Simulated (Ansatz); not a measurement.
Species: sum formula SiBrF3, net charge 0, singlet state. 
Coordinates optimised at B3LYP-D3(BJ)/def2-TZVP (Ansatz, a program for electronic structure):
```
Si
F 1 1.5732
F 1 1.5732 2 108.34
F 1 1.5732 2 108.34 3 -117.32
Br 1 2.1754 2 110.58 4 -121.34
```

Basis-set convergence of Hartree-Fock and MP2 correlation energies (hartree) with Ansatz. Valence correlation only, unless marked. Spin-orbit coupling is left out. The frozen core is the preceding noble-gas configuration, with the filled d and f shells of earlier blocks. No relativistic terms.

```tsv
basis	functions	E(HF)	E(corr, MP2)
def2-SVP	92	-3159.25427	-0.75915
def2-TZVPP	183	-3160.08468	-1.01392
def2-QZVPP	330	-3160.15864	-1.11485
```

Extrapolating the two largest sets (X = 3 and 4) as X^-3: E(corr) = (64·(-1.11485) - 27·(-1.01392))/37 = -1.1885 Eh, an estimate of the basis-set limit. The largest set recovers 93.8 % of it, the smallest 63.9 %.
